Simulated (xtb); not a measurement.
CClF3, triplet, at the geometry of the source list (a higher spin typed on purpose: for a closed-shell molecule this is an excited state); GFN2-xTB with ALPB(thf) in xtb 6.7.1.

Input for xtb:
```
$ xtb mol.xyz --gfn 2 --uhf 2 --alpb thf --json

# file mol.xyz
5

F     -0.57610000    -0.63500000    -1.04370000
C     -0.07440000    -0.00180000     0.00350000
F     -0.57130000     1.22370000     0.02310000
F     -0.47540000    -0.62840000     1.09700000
Cl     1.69720000     0.04150000    -0.08000000
```

The log (banner, timings and long lists left out):

```
   ID    Z sym.   atoms
    1    9 F      1, 3, 4
    2    6 C      2
    3   17 Cl     5

           -------------------------------------------------
          |                Calculation Setup                |
           -------------------------------------------------

           -------------------------------------------------
          |                 G F N 2 - x T B                 |
           -------------------------------------------------

      * Solvation model:               ALPB
        Solvent                        thf
        Parameter file                 internal GFN2-xTB/ALPB
        Dielectric constant                7.6000E+00
        Reference state                gsolv [1 M gas/solution]
        Free energy shift                  5.3248E-03 Eh       3.3414E+00 kcal/mol
        Temperature                        2.9815E+02 K
        Density                            8.8300E-01 kg/L
        Solvent mass                       7.2106E+01 g/mol
        Interaction kernel             P16
        Born radius scaling (c1)           1.7311E+00
        Born radii integrator          GBOBC
        Born offset                        0.0000E+00 a0       0.0000E+00 AA
        H-bond correction              true
        Ion screening                  false
        Surface tension                    1.0000E-05 Eh       1.5569E+01 dyn/cm
        Grid points                               230 per atom

          ...................................................
          :                      SETUP                      :
          :.................................................:
          :  # basis functions                  26          :
          :  # atomic orbitals                  25          :
          :  # shells                           11          :
          :  # electrons                        32          :
          :  max. iterations                   250          :
          :  Hamiltonian                  GFN2-xTB          :
          :  restarted?                      false          :
          :  GBSA solvation                   true          :
          :  PC potential                    false          :
          :  electronic temp.          300.0000000     K    :
          :  accuracy                    1.0000000          :
          :  -> integral cutoff          0.2500000E+02      :
          :  -> integral neglect         0.1000000E-07      :
          :  -> SCF convergence          0.1000000E-05 Eh   :
          :  -> wf. convergence          0.1000000E-03 e    :
          :  Broyden damping             0.4000000          :
          :  net charge                          0          :
          :  unpaired electrons                  2          :
          ...................................................

 iter      E             dE          RMSdq      gap      omega  full diag
   1    -20.6338228 -0.206338E+02  0.583E+00    4.03       0.0  T
   2    -20.6551388 -0.213160E-01  0.337E+00    4.38       1.0  T
   3    -20.6571857 -0.204698E-02  0.155E+00    4.30       1.0  T
   4    -20.6583336 -0.114788E-02  0.530E-01    4.47       1.0  T
   5    -20.6586357 -0.302090E-03  0.296E-01    4.58       1.0  T
   6    -20.6587280 -0.922644E-04  0.137E-01    4.61       1.0  T
   7    -20.6587672 -0.392583E-04  0.179E-02    4.64       2.5  T
   8    -20.6587673 -0.979846E-07  0.416E-03    4.65      10.8  T
   9    -20.6587674 -0.674473E-07  0.633E-04    4.65      70.7  T
  10    -20.6587674 -0.769809E-09  0.114E-04    4.65     392.3  T

   *** convergence criteria satisfied after 10 iterations ***

 transition dipole moment (au) for excitation:          16          17
     X       Y       Z
  -0.0046  -0.0579  -0.1296  total (au/Debye):    0.142   0.361
 dE (eV)             :    7.571
 oscillator strength :  0.52901E-02

         :::::::::::::::::::::::::::::::::::::::::::::::::::::
         ::                     SUMMARY                     ::
[...]
         :: total energy             -20.617658673461 Eh    ::
[...]
         #    Occupation            Energy/Eh            Energy/eV
      -------------------------------------------------------------
         1        2.0000           -1.1303615             -30.7587
       ...           ...                  ...                  ...
         5        2.0000           -0.6952671             -18.9192
         6        2.0000           -0.6596277             -17.9494
         7        2.0000           -0.6524795             -17.7549
         8        2.0000           -0.6524784             -17.7548
         9        2.0000           -0.5811981             -15.8152
        10        2.0000           -0.5811968             -15.8152
        11        2.0000           -0.5668712             -15.4254
        12        2.0000           -0.5665517             -15.4167
        13        2.0000           -0.5665500             -15.4166
        14        2.0000           -0.5513069             -15.0018
        15        1.5000           -0.5368617             -14.6088
        16        1.5000           -0.5368615             -14.6087
        17        1.0000           -0.2586460              -7.0381 (HOMO)
        18                         -0.0879023              -2.3919 (LUMO)
        19                         -0.0878987              -2.3918
        20                         -0.0796508              -2.1674
        21                         -0.0796507              -2.1674
        22                          0.0640475               1.7428
        23                          0.1095012               2.9797
        24                          0.1095574               2.9812
        25                          0.1216611               3.3106
      -------------------------------------------------------------
                  HL-Gap            0.1707437 Eh            4.6462 eV
             Fermi-level           -0.3550679 Eh           -9.6619 eV

     #   Z          covCN         q      C6AA      α(0)
     1   9 F        0.816    -0.201    11.248     3.962
     2   6 C        3.241     0.439    19.005     7.067
     3   9 F        0.816    -0.201    11.248     3.962
     4   9 F        0.816    -0.201    11.248     3.962
     5  17 Cl       0.965     0.166    94.363    14.861

 Mol. C6AA /au·bohr⁶  :        572.825479
 Mol. C8AA /au·bohr⁸  :      16090.736176
 Mol. α(0) /au        :         33.814611

Wiberg/Mayer (AO) data.
largest (>0.10) Wiberg bond orders for each atom

 ---------------------------------------------------------------------------
     #   Z sym  total        # sym  WBO       # sym  WBO       # sym  WBO
 ---------------------------------------------------------------------------
     1   9 F    1.088 --     2 C    0.957
     2   6 C    3.587 --     3 F    0.957     4 F    0.957     1 F    0.957
                             5 Cl   0.716
     3   9 F    1.088 --     2 C    0.957
     4   9 F    1.088 --     2 C    0.957
     5  17 Cl   0.847 --     2 C    0.716
 ---------------------------------------------------------------------------

Topologies differ in total number of bonds
Writing topology from bond orders to xtbtopo.mol

molecular dipole:
                 x           y           z       tot (Debye)
 q only:        1.088       0.027      -0.051
   full:        0.314       0.008      -0.015       0.800
molecular quadrupole (traceless):
                xx          xy          yy          xz          yz          zz
 q only:        2.726       0.100      -1.366      -0.193      -0.005      -1.360
  q+dip:       -1.457      -0.054       0.730       0.103       0.002       0.726
   full:       -1.830      -0.067       0.917       0.130       0.003       0.913

           -------------------------------------------------
          | TOTAL ENERGY              -20.617658673461 Eh   |
          | GRADIENT NORM               0.230846470484 Eh/α |
          | HOMO-LUMO GAP               4.646173670905 eV   |
           -------------------------------------------------

normal termination of xtb
```
